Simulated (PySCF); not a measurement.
Computed shifts of a molecule CH12N2Si3, PBE/pcSseg-1 (PySCF), GIAO, gas phase, atoms alike by connectivity averaged where their shifts nearly agree, in ppm (number of nuclei): ¹³C: 3.5 (1). ²⁹Si: -12.3 (1), -108.4 (1), -128.0 (1). ¹⁵N: 46.8 (1), 43.1 (1). ¹H: 3.90 (3), 3.48 (1), 3.39 (1), 1.07 (1), 0.78 (1), 0.72 (1), 0.51 (1), 0.51 (3). References: ¹³C against TMS (σ = 182.0 ppm); ²⁹Si against TMS (σ = 335.4 ppm); ¹⁵N against NH3 (σ = 267.0 ppm); ¹H against TMS (σ = 31.49 ppm), references at their B3LYP-D3(BJ)/def2-TZVP geometries, non-relativistic. The structure is a stationary point at PBE0-D3(BJ)/def2-SVP. Other conformers were not sampled.

Question: Identify the compound among the candidates.
(A) N[SiH2][SiH2][C@@H](N)[SiH3]
(B) C[SiH2]N[Si@@H](N)[SiH3]
(C) C[Si](N)(N)[SiH2][SiH3]
(D) C[Si@@H](N)N([SiH3])[SiH3]

Answer: C, C[Si](N)(N)[SiH2][SiH3]
